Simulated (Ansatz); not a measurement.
Harmonic frequencies (cm⁻¹) at PBE0-D4/def2-TZVP from Ansatz: 31, 159, 190, 430, 542, 569, 670, 821, 882, 991, 1187, 1337, 1918, 2511, 3831.

Each molecule was computed in one conformer, which needn't be the lowest.

**Question.** Which molecule is it?
A. `FC1C=C1`
B. `O[BH][AlH][F]`
C. `Cl[BH][SbH2]`
D. `[SiH3]C(Cl)Cl`

**Answer.** B.
